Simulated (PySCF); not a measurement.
Field gradients at the hydrogen positions

Compound: C₈H₇F₃.
Z-matrix (Å and degrees, GFN2-xTB geometry), rows numbered from 1:
```
F 
C   1  1.3391
F   2  1.3409  1  106.68
F   2  1.3432  1  106.55  3   113.42
C   2  1.5197  1  112.55  3  -123.76
C   5  1.4959  2  110.24  1    60.82
C   6  1.3383  5  125.41  2  -119.82
C   7  1.4642  6  125.02  5   179.48
C   8  1.3423  7  108.23  6  -179.88
C   9  1.4568  8  108.88  7    -0.15
C  10  1.3435  9  109.17  8     0.03
H   5  1.0940  2  106.91  1  -179.05
H   5  1.0896  2  107.83  1   -61.65
H   6  1.0828  5  115.08  2    59.30
H   8  1.0732  7  123.58  6    -0.22
H   9  1.0745  8  127.23  7   179.79
H  10  1.0748  9  123.79  8  -179.98
H  11  1.0732  7  124.99  6     0.21
```

Level: PBE0/pcSseg-1 (PySCF, non-relativistic); Q(2H) = 0.00286 b; rigid geometry, the same for H and D, with no vibrational averaging.

Task: Rank these positions by the coupling χzz of a deuteron there, largest first.
A. H17 (vinylic hydrogen)
B. H14 (vinylic hydrogen)
C. H12 (methylene hydrogen)
D. H13 (methylene hydrogen)
E. H18 (vinylic hydrogen)

Result: E (233 kHz), A (228 kHz), B (213 kHz), D (203 kHz), C (198 kHz).

Task: Give the electric field gradient Vzz (the principal value of largest size), its asymmetry and the 2H coupling at each hydrogen.

Result: 
```
atom  bonded to  bond length (Å)  Vzz (au)     η  χzz (kHz)
 H12         C5            1.094    0.2946  0.03        198
 H13         C5            1.090    0.3015  0.04        203
 H14         C6            1.083    0.3163  0.06        213
 H15         C8            1.073    0.3451  0.07        232
 H16         C9            1.075    0.3410  0.05        229
 H17        C10            1.075    0.3399  0.04        228
 H18        C11            1.073    0.3464  0.08        233
```

Task: How does χzz go with the bond length over the 7 C–H bonds?

Result: A straight-line fit has a slope of -17.0 kHz for each 0.01 Å, with a correlation coefficient of -1.00, over lengths from 1.073 to 1.094 Å. The longer bonds have the smaller couplings here.

Task: A static deuteron (I = 1) shows a doublet split by (3/2)χ, (3/4)χ(1 + η) and (3/4)χ(1 − η) with the field along z, y and x of the gradient. What are these for H13?

Result: With |χ| = 202.6 kHz and η = 0.038: 304, 158 and 146 kHz, to first order and without motion.

Geometry: GFN2-xTB, one conformer, isolated molecule. GFN2-xTB bond lengths can be off by several hundredths of an ångström, more for odd bonds, and the gradients follow them. A larger basis could move these couplings by a tenth or more.

These values come from a run that also computed NMR shieldings. The run took 93 s of wall time (grids of density and orbitals included) on an Arm Neoverse N1 with one thread, on a shared host, and the process peaked at 0.99 GiB of memory.
